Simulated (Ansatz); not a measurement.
`C#C[Si](C)(F)F` + H₂ → `C[SiH](F)F` + `C#C` at 298.15 K and 1 bar (hydrogenolysis of the Si–C bond).

Gas-phase electronic energies from Ansatz, PBE0-D4/def2-TZVP geometries. CBS: MP2 limit from def2 TZ/QZ plus the TZ coupled-cluster correction, frozen cores. This one scheme is used for every species.

```tsv
species	CCSD(T)/CBS energy (Eh)	H − E (kJ/mol)	S (J/(mol·K))
`C#C[Si](C)(F)F`	-605.33750	186.7	355.4
H₂	-1.17544	35.1	130.4
`C[SiH](F)F`	-529.27654	151.6	306.4
`C#C`	-77.22717	80.8	200.2
```

H − E and S are ideal-gas, rigid-rotor, harmonic terms from PBE0-D4/def2-TZVP. For small species the MP2-based limit differs from directly extrapolated CCSD(T) by up to some mEh (0.8 for H₂); such offsets cancel only in part. 1 Eh = 2625.50 kJ/mol, R = 8.31446 J/(mol·K).

Q: By hand: ΔE, ΔH, ΔS and ΔG.

A: ΔE = (-529.27654) + (-77.22717) − (-605.33750) − (-1.17544) = 0.00923 Eh = 24.2 kJ/mol. Δ(H − E) = 151.6 + 80.8 − 186.7 − 35.1 = 10.6, so ΔH = 34.8 kJ/mol. ΔS = 306.4 + 200.2 − 355.4 − 130.4 = 20.8 J/(mol·K). ΔG = 34.8 − 298.15 × (20.8)/1000 = 28.6 kJ/mol.

Q: By hand: the equilibrium constant, and the temperature at which ΔG would vanish if ΔH and ΔS stayed fixed.

A: log₁₀ K = −ΔG/(RT ln 10) = -5.0. ΔG = 0 at ΔH/ΔS = 1673 K.

ΔH outweighs TΔS. A doubt of 5 kJ/mol in ΔE shifts log₁₀ K by 0.9 here. These are equilibria of isolated gas molecules and say nothing of rates. Largest T1 diagnostic: 0.013 (customary marks: 0.02 for closed shells, 0.045 for open ones).
